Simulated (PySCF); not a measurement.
Bi(H)2(NMe2) (C2H8BiN), SMILES C[N](C)[BiH2]. The structure is a stationary point at PBE-D3(BJ)/def2-SVP. The structure was generated by enumeration; whether it is a known compound was not checked. The def2 effective core potentials stand for the cores of Bi; spin–orbit coupling is left out.

Computed equilibrium geometry at PBE-D3(BJ)/def2-SVP (PySCF confirms it by a frequency run) as bond lengths and angles:
Atoms: Bi1 H2 H3 N4 C5 C6 H7 H8 H9 H10 H11 H12. Bonded distances (Å): Bi1–H2 1.845, Bi1–H3 1.820, Bi1–N4 2.210, N4–C5 1.449, N4–C6 1.452, C5–H7 1.116, C5–H8 1.123, C5–H9 1.109, C6–H10 1.123, C6–H11 1.116, C6–H12 1.111. Angles (°): H2–Bi1–H3 88.8, H2–Bi1–N4 97.1, H3–Bi1–N4 91.2, Bi1–N4–C5 115.7, Bi1–N4–C6 112.9, C5–N4–C6 112.2, N4–C5–H7 109.4, N4–C5–H8 114.6, N4–C5–H9 110.8, H7–C5–H8 106.7, H7–C5–H9 107.5, H8–C5–H9 107.6, N4–C6–H10 115.0, N4–C6–H11 109.5, N4–C6–H12 111.0, H10–C6–H11 106.3, H10–C6–H12 107.7, H11–C6–H12 106.8.
